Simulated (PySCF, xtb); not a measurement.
Hf(Cl)2(OH) (Cl₂HHfO), SMILES [OH][Hf+]([Cl])[Cl], charge +1, multiplicity 1. Other conformers were not sampled.

Harmonic wavenumbers (cm⁻¹) from GFN2-xTB (xtb 6.7.1) at its own minimum, in rising order: 47, 53, 86, 196, 333, 367, 447, 532, 3480.

What does PBE-D3(BJ)/def2-SVP in PySCF give at its own minimum? (An estimate is asked for; the answer gives what the named calculation found.)

102, 129, 158, 380, 413, 418, 507, 782, 3740. Paired by order, the mean absolute difference is 121 cm⁻¹ and the zero-point energies are 7.9 and 9.5 kcal/mol.
